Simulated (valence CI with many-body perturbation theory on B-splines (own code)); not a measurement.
# Level structure of Pr²⁷⁺

Computed by configuration interaction combined with many-body perturbation theory (CI+MBPT): four valence electrons over a frozen Dirac-Fock core [Ar] 3d10, a basis of 11 s, 11 p, 10 d, 8 f, 5 g, 2 h functions for each j, with the one-electron correlation potential Σ1, the two-electron term Σ2, the three-electron term Σ3, Breit, model QED; selected CI, second order for the rest, scaled by the run's own slope (own B-spline code, finite nucleus).

No measured spectrum was set against this ion. As an estimate, large intervals hold to a few tenths of a per cent, small ones and those within an open d or f shell to about a per cent. Among the levels kept, up to 510 cm⁻¹ of a level comes from second order outside the variational space, and about a tenth of that is noise between levels of different J, which matters for small intervals.

Levels 46 to 90 of 181, with energies above the lowest level, (4s^2 4p1/2^2) J=0. "Leading %" is the weight of the configuration and term that name the level; weights of strongly mixed levels are sums over their largest components and can fall short. In the jj column 3d3/2^4 stands for four electrons in 3d with j = 3/2.

| No. | Configuration | Term | J | E (eV) | Leading % | Leading jj | Second component |
| --- | --- | --- | --- | --- | --- | --- | --- |
| 46 | 4s 4p2 4d | 3G | 3 | 222.11 | 57 | 4s 4p1/2 4p3/2 4d3/2 (84 %) | 14 % 4s 4p2 4d 1F |
| 47 | 4s 4p2 4d | 5P | 1 | 222.26 | 60 | 4s 4p1/2 4p3/2 4d3/2 (84 %) | 18 % 4s 4p2 4d 3P |
| 48 | 4s 4p2 4d | 3P | 2 | 222.91 | 54 | 4s 4p1/2 4p3/2 4d5/2 (58 %) | 14 % 4s 4p2 4d 3F |
| 49 | 4s 4p2 4d | 5D | 3 | 223.09 | 33 | 4s 4p1/2 4p3/2 4d5/2 (67 %) | 19 % 4s 4p2 4d 3F |
| 50 | 4s 4p2 4d | 3D | 1 | 223.47 | 27 | 4s 4p1/2 4p3/2 4d3/2 (46 %) | 23 % 4s 4p2 4d 1P |
| 51 | 4s 4p2 4d | 1G | 4 | 228.17 | 25 | 4s 4p1/2 4p3/2 4d5/2 (56 %) | 22 % 4s 4p2 4d 3G |
| 52 | 4s 4p2 4d | 3D | 1 | 229.43 | 75 | 4s 4p1/2 4p3/2 4d3/2 (79 %) | 9 % 4s 4p2 4d 3P |
| 53 | 4s 4p2 4d | 3G | 4 | 230.28 | 33 | 4s 4p1/2 4p3/2 4d5/2 (87 %) | 30 % 4s 4p2 4d 1G |
| 54 | 4s 4p2 4d | 3D | 3 | 230.58 | 55 | 4s 4p1/2 4p3/2 4d5/2 (56 %) | 30 % 4s 4p2 4d 3F |
| 55 | 4s 4p2 4d | 3D | 3 | 230.90 | 37 | 4s 4p1/2 4p3/2 4d5/2 (80 %) | 16 % 4s 4p2 4d 3F |
| 56 | 4s 4p2 4d | 3F | 2 | 233.44 | 42 | 4s 4p1/2 4p3/2 4d3/2 (65 %) | 15 % 4s 4p2 4d 3D |
| 57 | 4s 4p2 4d | 3D | 1 | 233.48 | 71 | 4s 4p1/2 4p3/2 4d5/2 (83 %) | 10 % 4s 4p2 4d 1P |
| 58 | 4s 4p2 4d | 3P | 0 | 233.70 | 87 | 4s 4p1/2 4p3/2 4d3/2 (50 %) | 5 % 4s2 4d2 3P |
| 59 | 4s 4p2 4d | 3P | 0 | 236.24 | 63 | 4s 4p3/2^2 4d5/2 (37 %) | 16 % 4p4 1S |
| 60 | 4s 4p2 4d | 3F | 3 | 236.93 | 37 | 4s 4p1/2 4p3/2 4d5/2 (69 %) | 27 % 4s 4p2 4d 1F |
| 61 | 4s 4p2 4d | 3F | 2 | 236.93 | 33 | 4s 4p1/2 4p3/2 4d5/2 (52 %) | 24 % 4s 4p2 4d 3D |
| 62 | 4s 4p2 4d | 3P | 1 | 237.65 | 44 | 4s 4p1/2 4p3/2 4d5/2 (84 %) | 30 % 4s 4p2 4d 3S |
| 63 | 4s 4p2 4d | 3D | 2 | 238.20 | 59 | 4s 4p1/2 4p3/2 4d5/2 (76 %) | 9 % 4s 4p2 4d 3P |
| 64 | 4s 4p2 4d | 3P | 1 | 239.80 | 29 | 4s 4p1/2 4p3/2 4d3/2 (37 %) | 23 % 4s 4p2 4d 1P |
| 65 | 4s 4p2 4d | 3D | 2 | 240.60 | 32 | 4s 4p1/2 4p3/2 4d5/2 (57 %) | 30 % 4s 4p2 4d 3P |
| 66 | 4s 4p2 4d | 1S | 0 | 240.77 | 39 | 4p3/2^4 (50 %) | 39 % 4p4 3P |
| 67 | 4s 4p2 4d | 3F | 4 | 242.95 | 50 | 4s 4p3/2^2 4d5/2 (82 %) | 28 % 4s 4p2 4d 5D |
| 68 | 4s 4p2 4d | 3G | 5 | 244.92 | 59 | 4s 4p3/2^2 4d5/2 (89 %) | 37 % 4s 4p2 4d 5F |
| 69 | 4s 4p2 4d | 3D | 3 | 245.91 | 39 | 4s 4p3/2^2 4d3/2 (63 %) | 16 % 4s 4p2 4d 3F |
| 70 | 4s 4p2 4d | 3D | 2 | 246.02 | 26 | 4s 4p3/2^2 4d3/2 (70 %) | 20 % 4s 4p2 4d 5P |
| 71 | 4s 4p2 4d | 3P | 1 | 246.52 | 33 | 4s 4p3/2^2 4d3/2 (69 %) | 22 % 4s 4p2 4d 5P |
| 72 | 4s 4p2 4d | 3F | 4 | 251.08 | 64 | 4s 4p3/2^2 4d3/2 (72 %) | 13 % 4s 4p2 4d 3G |
| 73 | 4s2 4p 4f | 3G | 3 | 253.85 | 37 | 4s^2 4p1/2 4f5/2 (66 %) | 23 % 4s2 4p 4f 1F |
| 74 | 4s 4p2 4d | 3P | 0 | 254.02 | 61 | 4s 4p3/2^2 4d3/2 (33 %) | 15 % 4s 4p2 4d 1S |
| 75 | 4s2 4p 4f | 3F | 4 | 254.78 | 22 | 4s^2 4p1/2 4f7/2 (62 %) | 22 % 4s2 4p 4f 1G |
| 76 | 4s 4p2 4d | 3D | 3 | 256.71 | 28 | 4s 4p3/2^2 4d5/2 (57 %) | 17 % 4s2 4p 4f 3G |
| 77 | 4s2 4p 4f | 3F | 2 | 256.77 | 19 | 4s^2 4p1/2 4f5/2 (48 %) | 16 % 4s2 4p 4f 1D |
| 78 | 4s 4p2 4d | 3S | 1 | 257.11 | 35 | 4s 4p3/2^2 4d5/2 (74 %) | 28 % 4s 4p2 4d 3P |
| 79 | 4s2 4p 4f | 3D | 3 | 258.19 | 34 | 4s^2 4p1/2 4f7/2 (61 %) | 16 % 4s2 4p 4f 3F |
| 80 | 4s 4p2 4d | 3D | 2 | 258.64 | 27 | 4s 4p3/2^2 4d5/2 (43 %) | 26 % 4s 4p2 4d 3P |
| 81 | 4s 4p2 4d | 3D | 1 | 258.98 | 47 | 4s 4p3/2^2 4d3/2 (67 %) | 32 % 4s 4p2 4d 1P |
| 82 | 4s 4p2 4d | 3D | 3 | 260.14 | 43 | 4s 4p3/2^2 4d5/2 (54 %) | 26 % 4s 4p2 4d 3F |
| 83 | 4s 4p2 4d | 3D | 2 | 260.74 | 34 | 4s 4p3/2^2 4d3/2 (47 %) | 20 % 4s2 4p 4f 3F |
| 84 | 4s 4p2 4d | 3D | 1 | 260.99 | 62 | 4s 4p3/2^2 4d3/2 (69 %) | 11 % 4s 4p2 4d 3P |
| 85 | 4s 4p2 4d | 3F | 4 | 261.25 | 54 | 4s 4p3/2^2 4d5/2 (62 %) | 21 % 4s2 4p 4f 3G |
| 86 | 4s 4p2 4d | 3D | 3 | 262.61 | 69 | 4s 4p3/2^2 4d5/2 (68 %) | 7 % 4s2 4p 4f 3F |
| 87 | 4s 4p2 4d | 3D | 2 | 264.21 | 28 | 4s 4p3/2^2 4d3/2 (38 %) | 12 % 4s 4p2 4d 1D |
| 88 | 4s 4p2 4d | 1D | 2 | 266.02 | 61 | 4s 4p3/2^2 4d5/2 (80 %) | 13 % 4s 4p2 4d 3D |
| 89 | 4s 4p2 4d | 1F | 3 | 267.69 | 45 | 4s 4p3/2^2 4d5/2 (38 %) | 10 % 4s 4p2 4d 3D |
| 90 | 4s 4p2 4d | 3P | 1 | 272.39 | 43 | 4s 4p3/2^2 4d5/2 (61 %) | 36 % 4s 4p2 4d 1P |

Where two levels of one J and parity lie close, their mixing, g and order are uncertain.
